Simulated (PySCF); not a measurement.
**ZrBr₂, triplet: molecular constants**

All numbers come from UPBE in PySCF with Zr def2-TZVP with ECP28, Br def2-TZVP; scalar-relativistic core potentials, no spin–orbit coupling; density-fitted integrals.

The structure is a minimum.

```xyz
3
charge 0 multiplicity 3, angstrom
Zr    0.0000    0.0000   -0.5451
Br    2.3514    0.0000    0.3102
Br   -2.3514    0.0000    0.3102
```

| Item | Value |
| --- | --- |
| Point group | C2v |
| Bond lengths | Zr–Br 2.502 Å (×2) |
| Bond angles | Br–Zr–Br 140.0° |
| Atomisation energy without zero-point energy | 907 kJ/mol |
| Dipole moment | 1.61 D |
| Spin squared ⟨S²⟩ | 2.007 |
| Zero-point energy | 3.4 kJ/mol |
| Highest occupied level (α) | -4.54 eV |
| Heat capacity Cp at 298.15 K | 56.0 J/(mol K) |
| Rotational constants | 0.4023, 0.01932, 0.01843 cm⁻¹ |
| Principal quadrupole moments (Buckingham, traceless) about the centre of mass | -7.65, 2.11, 5.55 D Å |
| Lowest empty level (α) | -3.91 eV |
| Principal polarisabilities | 95.4, 97.7, 127.4 bohr³ |
| Entropy at 298.15 K and 1 bar (electronic part: spin only) | 337.1 J/(mol K) |
| Rotational symmetry number | 2 |
| Enthalpy at 298.15 K above 0 K | 14.60 kJ/mol |

Harmonic modes (masses in u: Zr 89.905, Br 78.918):
```json
{"symmetry": "a1", "ω (cm⁻¹)": "41", "IR (km/mol)": "1.9", "type": "bend"}
{"symmetry": "a1", "ω (cm⁻¹)": "232", "IR (km/mol)": "5.6", "type": "stretch"}
{"symmetry": "b2", "ω (cm⁻¹)": "303", "IR (km/mol)": "78.1", "type": "stretch"}
```

In C2v the vibrations span 2a1 + b2. Here b1 is antisymmetric to the molecular plane and b2 lies in it.

Charges (e):
| atom | Mulliken | Löwdin | polar tensor | spin (Mulliken) | Mayer order to Zr1 |
| --- | --- | --- | --- | --- | --- |
| Zr1 | 0.70 | -0.21 | 1.03 | 2.11 | – |
| Br2,3 | -0.35 | 0.11 | -0.52 | -0.05 | 1.14 |

Mulliken populations on Zr1 (electrons outside its core potential): s 2.71, p 6.21, d 2.35, f 0.03.

Formally Zr is in oxidation state +2, d2, with 2 unpaired electrons (the high-spin count). The Mulliken spin on Zr is 2.11. The polar-tensor charge on Zr, 1.03, is far below the formal one.

Other isomers or separated fragments may lie lower. Open d and f shells are described by one determinant, and the ground state may have another occupation or spin.

The final relaxation and frequency run took 49 s on 4 threads of a shared Arm Neoverse V1 host, with 136 basis functions and 12 gradients; the process peaked at 1 GiB. Launch command: `OMP_NUM_THREADS=4 python axn.py task.json out`.
